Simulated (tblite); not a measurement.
Compound: C4H8N2OSi.
Atom-mapped SMILES: `[CH3:1][c:2]1[cH:3][n:4]([SiH2:5][OH:6])[cH:7][n:8]1` (hydrogens: H9, H10, H11 on C1; H12 on C3; H13, H14 on Si5; H15 on O6; H16 on C7)

Computed geometry: GFN2-xTB, gas phase.

(1) What internal coordinates does the optimisation give?

Results:

(1) 
| bond | length (Å) |
| --- | --- |
| C1–C2 | 1.487 |
| C2–C3 | 1.362 |
| C3–N4 | 1.376 |
| N4–Si5 | 1.753 |
| Si5–O6 | 1.615 |
| N4–C7 | 1.364 |
| C7–N8 | 1.295 |
| C2–N8 | 1.371 |
| C1–H9, C1–H10, C1–H11 | 1.088 |
| C3–H12 | 1.070 |
| Si5–H13, Si5–H14 | 1.457 |
| O6–H15 | 0.954 |
| C7–H16 | 1.072 |

Bonds in one row agree within 0.01 Å and their mean is given. A selection of angles:
| angle | degrees |
| --- | --- |
| C2–C1–H9 | 110.1 |
| H9–C1–H10 | 107.8 |
| H9–C1–H11 | 109.3 |
| C1–C2–C3 | 129.5 |
| C1–C2–N8 | 121.6 |
| C3–C2–N8 | 108.9 |
| C2–C3–N4 | 107.6 |
| C2–C3–H12 | 131.5 |
| N4–C3–H12 | 120.9 |
| C3–N4–Si5 | 127.2 |
| C3–N4–C7 | 104.4 |
| Si5–N4–C7 | 128.3 |
| N4–Si5–O6 | 108.9 |
| N4–Si5–H13 | 110.3 |
| N4–Si5–H14 | 105.6 |
| O6–Si5–H13 | 102.7 |
| O6–Si5–H14 | 112.9 |
| H13–Si5–H14 | 116.5 |
| Si5–O6–H15 | 123.5 |
| N4–C7–N8 | 113.3 |
| N4–C7–H16 | 122.1 |
| N8–C7–H16 | 124.6 |
| C2–N8–C7 | 105.8 |

Dihedral angles: C3–N4–Si5–O6 169° (antiperiplanar); H15–O6–Si5–N4 -55° (synclinal). The mirror-image conformer, all signs reversed, is as good.

The 5-membered ring C2–C3–N4–C7–N8 has internal angles of 104.4° to 113.3° (sum 540°, against 540° for a flat polygon); it is planar, 0.00 Å rms from its mean plane, widest ring torsion 0°. Of the pairs four or more bonds apart, O6···H16 is among the closest relative to their van der Waals radii: 2.85 Å, 105 % of the sum of Bondi's values. Si5 (oxygen-bound silicon) is distorted tetrahedral (angles from 102.7° to 116.5°). O6 (silanol oxygen) is bent (angle 123.5°). The 4 C–N bonds span 1.295 Å (C7–N8, aromatic) to 1.376 Å (C3–N4, aromatic), a spread of 0.081 Å. N4 (pyrrole-type nitrogen) is planar (angles 128.3°, 127.2° and 104.4°, sum 359.9°, 0.02 Å off the plane of its three neighbours). The 2 C–C bonds span 1.362 Å (C2–C3, aromatic) to 1.487 Å (C1–C2, drawn single), a spread of 0.125 Å.

Point group: C1 (no symmetry element, even within 0.4 Å). Its GFN2-xTB frequencies are all real (lowest 41 cm⁻¹). The numbers are those of one conformer (C3–N4–Si5–O6 169°, N4–Si5–O6–H -55°). 3 starts were optimised and ended at 0.00, 0.00 and 0.42 kcal/mol (GFN2-xTB); the lowest of these is shown.
